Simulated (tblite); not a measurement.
C10H15FN (charge -1).
Cartesian coordinates in Å at the GFN2-xTB level; atoms count from 1:
```
atom  x, y, z in Å
C1     3.272    0.926   -0.028
C2     1.899    1.524    0.247
C3     1.052    0.605    1.141
C4     0.717   -0.698    0.481
C5     1.439   -1.906    0.598
C6     0.749   -2.786   -0.205
F7     1.080   -4.112   -0.406
N8    -0.316   -2.260   -0.809
C9    -0.332   -0.968   -0.389
C10   -1.430   -0.046   -0.826
C11   -2.618   -0.086    0.142
C12   -3.728    0.882   -0.255
H13    3.148   -0.069   -0.448
H14    3.842    0.840    0.897
H15    3.838    1.540   -0.729
H16    1.377    1.669   -0.701
H17    2.012    2.506    0.724
H18    0.132    1.137    1.408
H19    1.604    0.415    2.069
H20    2.319   -2.100    1.189
H21   -1.775   -0.350   -1.819
H22   -1.057    0.982   -0.891
H23   -3.006   -1.105    0.169
H24   -2.263    0.158    1.147
H25   -4.564    0.829    0.443
H26   -3.353    1.905   -0.263
H27   -4.097    0.648   -1.252
```

Method: GFN2-xTB as coded in tblite; computed harmonic values from a numerical Hessian at the method's own geometry, unscaled. The method is semi-empirical: single wavenumbers can be off by several per cent or more. One conformer, not necessarily the lowest.

Harmonic wavenumbers (cm⁻¹): 39.0, 44.1, 73.8, 81.4, 99.3, 126.6, 212.6, 227.7, 231.6, 263.7, 269.8, 296.8, 334.3, 380.5, 458.3, 462.6, 564.9, 601.7, 646.1, 670.1, 743.8, 765.4, 787.0, 842.8, 888.1, 898.4, 926.8, 935.8, 1006.4, 1052.6, 1061.0, 1063.8, 1079.0, 1105.6, 1107.7, 1119.0, 1166.6, 1221.9, 1233.3, 1258.9, 1272.4, 1284.0, 1321.6, 1345.0, 1346.1, 1379.9, 1391.8, 1402.7, 1403.0, 1452.6, 1476.3, 1490.4, 1495.1, 1501.2, 1501.6, 1505.7, 1511.9, 1512.1, 1515.7, 1545.8, 2892.6, 2905.5, 2917.5, 2925.8, 2949.7, 2963.6, 2969.9, 2984.2, 2988.1, 2992.9, 3004.8, 3006.3, 3014.6, 3039.5, 3073.2.

A = 915.3, B = 699.8, C = 430.2 MHz; mass 168.119 u (most abundant isotopes); point group C1, symmetry number 1.

Q: What is the zero-point energy?

A: Half the sum of the wavenumbers: 49816 cm⁻¹ = 595.93 kJ/mol.

Q: Give the ideal-gas entropy at 298.15 K and 1 bar in the rigid-rotor, harmonic-oscillator model (classical rotation).

A: Translation 172.77, rotation 131.52, vibration 180.57: S = 484.9 J/(mol K).

Q: And Cp and H(298.15 K) − H(0)?

A: Cp = 208.58 J/(mol K), of which vibrations give 175.32 (their classical limit is 75 R = 623.6); H(298.15 K) − H(0) = 37.19 kJ/mol without the zero-point energy, 27.28 from vibrations.

Q: How do the functions run with temperature in this model?

A: 
```csv
T (K),S (J/(mol K)),Cp (J/(mol K)),H − H(0) (kJ/mol),G − H(0) (kJ/mol),ln q(vib)
100,327.1,100.8,6.71,-26.00,3.04
200,413.5,153.6,19.48,-63.23,7.02
300,486.1,209.7,37.58,-108.26,10.78
500,620.3,321.4,91.05,-219.09,18.03
800,798.5,436.1,206.18,-432.65,28.50
1000,901.5,485.8,298.63,-602.85,35.07
```

q(vib) and H(0) count from the zero-point level.

Q: Which modes carry the vibrational entropy at 298.15 K?

A: 39.0 cm⁻¹: 22.21; 44.1 cm⁻¹: 21.20; 73.8 cm⁻¹: 16.94; 81.4 cm⁻¹: 16.14; 99.3 cm⁻¹: 14.51; 126.6 cm⁻¹: 12.54 J/(mol K); the other 69 give 77.03 together.

Q: Blend soft modes into free rotors: weight 1/[1 + (100 cm⁻¹/ν̃)⁴] for the oscillator and the rest for a rotor with moment μB/(μ + B), μ = h/(8π²ν), B = 10⁻⁴⁴ kg m². What vibrational entropy results?

A: 161.96 J/(mol K) in place of 180.57, which changes −T·S at 298.15 K by +5.55 kJ/mol.

Q: What must be added to the electronic energy to get the Gibbs energy at 298.15 K and 1 bar?

A: ZPE + [H(298.15 K) − H(0)] − T·S = 595.93 + 37.19 − 144.56 = 488.56 kJ/mol.

Hindered rotation and anharmonicity are outside this model. Other conformers, if any are populated, would add a mixing term that is left out. The structure is chiral; the term R ln 2 for an equal mix with its mirror image is left out.
